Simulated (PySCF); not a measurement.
FeCl4, SMILES [Fe-]([Cl])([Cl])([Cl])[Cl] (connectivity only; charge and spin as stated), charge -1, multiplicity 6. Atoms are numbered in the order given.

```xyz
5

Fe     0.0000     0.0000     0.0000
Cl     1.2973     1.2973    -1.2973
Cl    -1.2973     1.2973     1.2973
Cl    -1.2973    -1.2973    -1.2973
Cl     1.2973    -1.2973     1.2973
```
Charge -1, spin multiplicity 6.

Geometry optimised at B3LYP-D3(BJ)/def2-SVPD. The multiplicity is an assumed one; no other spin state was optimised. The isomer is the one that the SMILES or the coordinates give; other isomers of the formula were not compared.

Calculation: CAM-B3LYP/def2-SVPD in PySCF.

Mulliken values depend strongly on the basis, most of all with diffuse functions as here. ESP charges are fitted to the potential on shells at 1.4 to 2.0 van der Waals radii. Atomic charges (e):

```json
[
 {"atom": "Fe1", "Mulliken": "0.76", "meta-Löwdin": "1.52", "ESP fit": "___", "Mulliken spin": "4.19"},
 {"atom": "Cl2", "Mulliken": "-0.44", "meta-Löwdin": "-0.63", "ESP fit": "___", "Mulliken spin": "0.20"},
 {"atom": "Cl3", "Mulliken": "-0.44", "meta-Löwdin": "-0.63", "ESP fit": "___", "Mulliken spin": "0.20"},
 {"atom": "Cl4", "Mulliken": "-0.44", "meta-Löwdin": "-0.63", "ESP fit": "___", "Mulliken spin": "0.20"},
 {"atom": "Cl5", "Mulliken": "-0.44", "meta-Löwdin": "-0.63", "ESP fit": "___", "Mulliken spin": "0.20"}
]
```

Problem. Fill in the missing entries. (An estimate is asked for; the answer gives what the named calculation found.)

Solution. 
- Fe1, ESP fit: 0.55
- Cl2, ESP fit: -0.39
- Cl3, ESP fit: -0.39
- Cl4, ESP fit: -0.39
- Cl5, ESP fit: -0.39
